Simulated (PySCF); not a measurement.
Can point charges reproduce the dipole moment of `C=C(OC(C)=O)S[SiH3]`?

Coordinates (GFN2-xTB, Å) and charges (e) from the PBE0/pcSseg-1 density (PySCF):

```json
{"atom": "C1", "x": "0.421", "y": "-0.737", "z": "2.346", "Mulliken": "-0.0672", "IAO": "-0.3362", "Hirshfeld": "-0.1099", "ESP-fitted": "-0.4135"}
{"atom": "C2", "x": "0.119", "y": "0.089", "z": "1.358", "Mulliken": "-0.1048", "IAO": "+0.0716", "Hirshfeld": "+0.0527", "ESP-fitted": "+0.2909"}
{"atom": "O3", "x": "-1.057", "y": "-0.092", "z": "0.637", "Mulliken": "-0.4132", "IAO": "-0.3035", "Hirshfeld": "-0.0823", "ESP-fitted": "-0.3570"}
{"atom": "C4", "x": "-1.023", "y": "-0.186", "z": "-0.691", "Mulliken": "+0.4505", "IAO": "+0.5431", "Hirshfeld": "+0.2308", "ESP-fitted": "+0.7977"}
{"atom": "C5", "x": "-2.407", "y": "-0.267", "z": "-1.271", "Mulliken": "-0.2443", "IAO": "-0.4735", "Hirshfeld": "-0.1171", "ESP-fitted": "-0.6336"}
{"atom": "O6", "x": "-0.010", "y": "-0.213", "z": "-1.347", "Mulliken": "-0.4504", "IAO": "-0.4554", "Hirshfeld": "-0.2069", "ESP-fitted": "-0.5229"}
{"atom": "S7", "x": "1.067", "y": "1.527", "z": "0.971", "Mulliken": "-0.2022", "IAO": "-0.1538", "Hirshfeld": "-0.0964", "ESP-fitted": "-0.3033"}
{"atom": "Si8", "x": "2.276", "y": "0.777", "z": "-0.687", "Mulliken": "+0.5271", "IAO": "+0.5830", "Hirshfeld": "+0.2759", "ESP-fitted": "+0.5206"}
{"atom": "H9", "x": "1.292", "y": "-0.563", "z": "2.948", "Mulliken": "+0.1352", "IAO": "+0.1777", "Hirshfeld": "+0.0572", "ESP-fitted": "+0.1684"}
{"atom": "H10", "x": "-0.199", "y": "-1.586", "z": "2.574", "Mulliken": "+0.1260", "IAO": "+0.1677", "Hirshfeld": "+0.0548", "ESP-fitted": "+0.1932"}
{"atom": "H11", "x": "-2.611", "y": "0.657", "z": "-1.809", "Mulliken": "+0.1571", "IAO": "+0.1812", "Hirshfeld": "+0.0668", "ESP-fitted": "+0.1908"}
{"atom": "H12", "x": "-2.453", "y": "-1.088", "z": "-1.983", "Mulliken": "+0.1507", "IAO": "+0.1778", "Hirshfeld": "+0.0635", "ESP-fitted": "+0.1922"}
{"atom": "H13", "x": "-3.141", "y": "-0.401", "z": "-0.483", "Mulliken": "+0.1444", "IAO": "+0.1700", "Hirshfeld": "+0.0529", "ESP-fitted": "+0.1790"}
{"atom": "H14", "x": "2.394", "y": "-0.658", "z": "-0.510", "Mulliken": "-0.0568", "IAO": "-0.1009", "Hirshfeld": "-0.0730", "ESP-fitted": "-0.0918"}
{"atom": "H15", "x": "3.552", "y": "1.409", "z": "-0.346", "Mulliken": "-0.0939", "IAO": "-0.1413", "Hirshfeld": "-0.0933", "ESP-fitted": "-0.1371"}
{"atom": "H16", "x": "1.772", "y": "1.341", "z": "-1.923", "Mulliken": "-0.0581", "IAO": "-0.1075", "Hirshfeld": "-0.0757", "ESP-fitted": "-0.0737"}
```

Question: Form Σ q r in debye for every column and set it beside the full dipole.

Answer: The full density gives (-1.84, -1.68, -0.36) D, 2.52 D in size; dipole vectors point from the negative to the positive end.

```json
{"scheme": "Mulliken", "μx": "-0.70", "μy": "-1.49", "μz": "-1.31", "size (D)": "2.10", "share of the full size (%)": "83", "angle to the full dipole (°)": "36"}
{"scheme": "IAO", "μx": "-1.16", "μy": "-0.78", "μz": "-0.45", "size (D)": "1.47", "share of the full size (%)": "58", "angle to the full dipole (°)": "13"}
{"scheme": "Hirshfeld", "μx": "-2.18", "μy": "-0.76", "μz": "-0.01", "size (D)": "2.31", "share of the full size (%)": "92", "angle to the full dipole (°)": "24"}
{"scheme": "ESP-fitted", "μx": "-1.81", "μy": "-1.68", "μz": "-0.38", "size (D)": "2.50", "share of the full size (%)": "99", "angle to the full dipole (°)": "1"}
```

Question: Which set comes closest?

Answer: Length of the difference vector: ESP-fitted 0.04 D, Hirshfeld 1.04 D, IAO 1.13 D, Mulliken 1.50 D. Closest: ESP-fitted. ESP charges are fitted to the potential around the molecule, whose slowest-falling term is the dipole's. The schemes that divide the density aren't constrained to reproduce the dipole.

Question: What is left for the Hirshfeld atoms' own dipoles?

Answer: The Hirshfeld atoms' densities add up to the full density, so μ = Σ q r + Σ (atomic dipoles). The atomic dipoles sum to (-1.84, -1.68, -0.36) − (-2.18, -0.76, -0.01) = (0.34, -0.92, -0.35) D, 1.04 D in size.

Question: With the origin at the mean of the coordinates, (0.000, 0.001, -0.014) Å, which are the largest single terms, by size, of the ESP-fitted dipole along the direction of the full one?

Answer: C5 -6.46, Si8 -5.22, C4 +3.72, S7 +2.83, H12 +2.59 D; all 16 atoms together +2.50 D. The single terms depend on the origin, their sum doesn't.

Question: Give the size of the full dipole in other units.

Answer: 2.52 D = 0.991 au = 0.524 e·Å = 8.40 × 10⁻³⁰ C·m.

One conformer (not necessarily the lowest) at the GFN2-xTB geometry, without solvent, vibrations or thermal averaging.

These values come from a run that also computed NMR shieldings. The run took 28 s of wall time on Arm Neoverse V2, one thread, shared host.

Conformer computed: `[CH2:1]=[C:2]([O:3][C:4]([CH3:5])=[O:6])[S:7][SiH3:8]`: C1–C2–O3–C4 -126°, C2–O3–C4–C5 -175°, C1–C2–S7–Si8 99°.
